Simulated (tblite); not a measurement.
B11H14N11 (flake hBN) at step 0 of a GFN2-xTB optimisation (tblite, gas phase), coordinates in Å:

```
  1 N     6.284    0.708   -0.002
  2 B     5.020    1.438   -0.007
  3 N     3.773    0.708    0.001
  4 B     3.767   -0.736   -0.006
  5 N     5.022   -1.466    0.003
  6 B     6.276   -0.741   -0.003
  7 N    -3.767    0.712   -0.003
  8 B    -5.019    1.438    0.001
  9 N    -6.276    0.708   -0.001
 10 B    -6.281   -0.741    0.001
 11 N    -5.025   -1.466   -0.002
 12 B    -3.770   -0.742    0.000
 13 N     1.252    0.711    0.005
 14 B     0.002    1.434   -0.003
 15 N    -1.258    0.715    0.000
 16 B    -1.257   -0.739    0.006
 17 N     0.001   -1.463    0.001
 18 B     1.255   -0.743   -0.001
 19 B     2.511    1.437    0.002
 20 N     2.514   -1.464    0.003
 21 B    -2.514    1.439    0.001
 22 N    -2.512   -1.464    0.000
 23 H     7.183    1.235    0.006
 24 H     5.019    2.601   -0.002
 25 H     5.024   -2.502    0.001
 26 H     7.286   -1.326    0.002
 27 H    -5.022    2.607   -0.001
 28 H    -7.180    1.231    0.001
 29 H    -7.291   -1.325   -0.002
 30 H    -5.022   -2.505    0.003
 31 H     0.004    2.606   -0.001
 32 H    -0.002   -2.504    0.000
 33 H     2.511    2.605   -0.002
 34 H     2.514   -2.506    0.004
 35 H    -2.510    2.607   -0.003
 36 H    -2.511   -2.503   -0.003
```

(1) What are the forces on the atoms (eV/Å)?

Answers

(1) 
```
  1 N    -0.76   -0.03   -0.01
  2 B     0.83   -0.91    0.06
  3 N    -0.23    0.50   -0.06
  4 B    -0.03   -1.02    0.10
  5 N     0.46    0.57   -0.07
  6 B    -0.57    0.19    0.04
  7 N    -0.08    0.19    0.05
  8 B    -0.65   -0.74   -0.03
  9 N     0.46   -0.09    0.02
 10 B     0.75    0.19   -0.03
 11 N    -0.50    0.45    0.03
 12 B     0.16   -0.65   -0.02
 13 N     0.25    0.29   -0.05
 14 B    -0.15   -0.68    0.04
 15 N     0.03    0.23    0.02
 16 B     0.04   -0.76   -0.07
 17 N    -0.09    0.02    0.01
 18 B     0.08   -0.76    0.05
 19 B     0.03   -0.95   -0.01
 20 N    -0.13    0.05   -0.04
 21 B     0.07   -0.84   -0.04
 22 N    -0.01    0.09    0.02
 23 H    -1.17   -0.74   -0.02
 24 H     0.05    0.19   -0.01
 25 H     0.01    1.17    0.01
 26 H     0.15   -0.11   -0.01
 27 H    -0.05    0.03    0.01
 28 H     1.23   -0.73    0.00
 29 H    -0.17   -0.10    0.01
 30 H    -0.04    1.23   -0.01
 31 H     0.00   -0.07   -0.01
 32 H     0.00    1.26    0.00
 33 H     0.01   -0.01    0.01
 34 H     0.02    1.32    0.00
 35 H    -0.02    0.01    0.01
 36 H     0.00    1.21    0.01
```
